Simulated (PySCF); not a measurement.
# Correlation energy of Ar²⁺ (argon, charge +2)

[Ne] 3s1 3p5, high-spin 3P determinant (an excited configuration). Computed with PySCF 2.14 in dyall-acv3z (19s12p6d4f, 113 functions), with the spin-free X2C one-electron Hamiltonian (Gaussian nucleus). Frozen: [Ne]; 6 electrons correlated; the 23 highest virtual orbitals of each spin left out.

| level | correlation energy (mhartree) |
| --- | --- |
| CCSD | -264.20 |
| (T) | -19.86 |
| CCSD(T) | -284.06 |

Diagnostics: T1 = 0.014, D1 = 0.0255, largest double amplitude 0.192.

A double-excitation amplitude exceeds 0.15, a sign of near-degeneracy.

Cost of the coupled-cluster step: about 50 core-seconds, for 6 correlated electrons.
